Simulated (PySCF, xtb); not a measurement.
C₂H₅ClSi₂, SMILES C1(Cl)[SiH2][SiH2]C=1.

GFN2-xTB in xtb at its own geometry gives an orbital gap of 3.38 eV and a dipole moment of 2.55 D.

Geometry: r2SCAN-D4/def2-SVP. This is a generated structure with no PubChem entry under its InChIKey; it may be hypothetical.

What does B3LYP/def2-TZVP in PySCF give? (Estimate from the structure and the level; the computed values follow.)

gap 6.25 eV (levels -7.45 and -1.20 eV), dipole 1.28 D.
